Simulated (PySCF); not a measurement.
Electronic structure of Rb⁺ (rubidium, charge +1) at the TPSS level

Configuration: [Kr], closed-shell 1S. Calculation: PySCF 2.14, in Sapporo-DKH3-DZP-2012 (7s6p2d, 35 functions); the spin-free X2C one-electron Hamiltonian (Gaussian nucleus).

- Total energy: -2980.59 hartree
- One-electron energy: -4123.12 hartree
- Hartree (Coulomb) energy: 1243.87 hartree
- Exchange-correlation energy: -101.34 hartree
- ⟨S²⟩: 0.0000
- ⟨L²⟩: 0.000
- Sum of ⟨r⟩: 23.94 bohr
- Sum of ⟨r²⟩: 31.31 bohr²
- Langevin diamagnetic susceptibility: -24.8 ×10⁻⁶ cm³/mol
- Time after the integrals: 1.3 s of wall time on 1 thread of Neoverse-N1 (shared host)

| shell | electrons | mean orbital energy (hartree) | rms radius, mean of both spins (bohr) |
| --- | --- | --- | --- |
| 1s | 2 | -552.77429 | 0.0464 |
| 2s | 2 | -74.11068 | 0.193 |
| 2p | 6 | -65.68603 | 0.171 |
| 3s | 2 | -11.23231 | 0.546 |
| 3p | 6 | -8.51792 | 0.560 |
| 3d | 10 | -4.04039 | 0.582 |
| 4s | 2 | -1.39577 | 1.56 |
| 4p | 6 | -0.80219 | 1.84 |

Densities and radii are taken from the X2C orbitals without a picture-change correction, which distorts them close to the nucleus.
